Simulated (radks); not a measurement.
Results of a calculation; reference values are marked as such.
Question: These are the eigenvalues of the occupied orbitals of an atom or ion with whole-number occupations (eV). Code: a radial shooting solver on a logarithmic mesh with Libxc functionals. Model: Dirac Kohn-Sham, PBEsol, spin-unpolarised, spherical densities, finite nucleus; Fermi nuclear charge, rms radius of each element as measured or else 0.836 A^(1/3) + 0.57 fm.

orbital  eigenvalue
1s1/2     -6990.038
2s1/2     -818.5113
2p1/2     -706.0188
2p3/2     -693.5578
3s1/2      -93.7048
3p1/2      -60.9079
3p3/2      -59.3639
3d3/2       -7.5912
3d5/2       -7.4392
4s1/2       -5.3075

Which element is it, and in what charge state? The configuration may be excited. Open shells, if any, fill j = l - 1/2 first.

Answer: Z = 26, iron, charge 0: Fe in [Ar] 3d6 4s2. The list shows which subshells hold electrons but not how many an open one holds; the 1s level, -256.88 hartree, gives Z - s = 22.7 by -(Z - s)^2/2, which with screening and relativity narrows Z to a few neighbours, and the depths of the outer levels then fix element, charge and occupations together.
